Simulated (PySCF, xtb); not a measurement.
C6H4O, SMILES c1c(C#C)coc1.

GFN2-xTB (xtb) at its own geometry gives an orbital gap of 4.36 eV and a dipole moment of 0.25 D.

Geometry: PBE0-D3(BJ)/def2-SVP.

Question: What does B3LYP/def2-TZVP run with PySCF give? (Estimate from the structure and the level; the computed values follow.)

Answer: gap 5.78 eV (levels -6.47 and -0.69 eV), dipole 0.50 D.
